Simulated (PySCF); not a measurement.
AlOCl, SMILES [O]=[Al][Cl].

Geometry: B3LYP-D3(BJ)/def2-TZVP.

The numbers are results of M06-2X/def2-TZVPD (PySCF), not measurements.

Isolated molecule, no solvent.

Task: Estimate the frontier levels, gap, dipole moment and polarisability. (The exact figures need the calculation; the answer reports its results.)

Result: 
- highest occupied level = -9.48 eV
- lowest empty level = -2.08 eV
- orbital gap = 7.40 eV
- dipole moment = 4.29 D
- quadrupole, principal values (traceless, Buckingham form, about the centre of nuclear charge) = -16.81, 8.40, 8.40 D·Å
- mean static polarisability = 42.8 bohr³ (6.34 Å³)
- polarisability, principal values = 35.9, 35.9, 56.5 bohr³
